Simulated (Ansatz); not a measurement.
Reaction: C2H5N (SMILES C=NC) → C2H5N+ (parent SMILES C=NC, doublet) + e-
Each species at its own B3LYP-D3(BJ)/def2-TZVP minimum (Ansatz, a first-principles code).

Total energies in hartree (Ansatz). Open shells are spin-unrestricted; no spin-orbit coupling. Cores are frozen in correlated methods. No relativity. The UHF reference of C2H5N+ (parent SMILES C=NC, doublet) is spin-contaminated (<S^2> up to 0.13 over the pure value in the sets run). The spin of C2H5N+ (parent SMILES C=NC, doublet) was assumed, and the state is the lowest solution found for it.

```tsv
species	HF/cc-pVTZ	CCSD(T)/cc-pVTZ	HF/cc-pVQZ	CCSD(T)/cc-pVQZ	CCSD(T)/cc-pVDZ	CCSDT(Q)/cc-pVDZ
1: C2H5N (N-methylmethanimine, SMILES C=NC)	-133.11122	-133.70668	-133.12062	-133.74681	-133.56739	-133.56925
2: C2H5N+ (parent SMILES C=NC, doublet)	-132.82756	-133.37276	-132.83632	-133.40974	-133.24318	-133.24556
```

Work out the adiabatic ionisation energy (electronic) in eV: take Hartree-Fock from cc-pVQZ, extrapolate the CCSD(T) correlation energy as X^-3 (X = 3, 4), and add CCSDT(Q) - CCSD(T) in cc-pVDZ. 1 hartree = 27.211 eV.


Species 1: correlation (64·(-0.62619) - 27·(-0.59546))/37 = -0.64861; step -0.00186; E1 = -133.12062 + (-0.64861) + (-0.00186) = -133.77109
Species 2: correlation (64·(-0.57342) - 27·(-0.54520))/37 = -0.59401; step -0.00238; E2 = -132.83632 + (-0.59401) + (-0.00238) = -133.43271
-1·E1 +1·E2 = 0.33838 hartree = 9.21 eV.
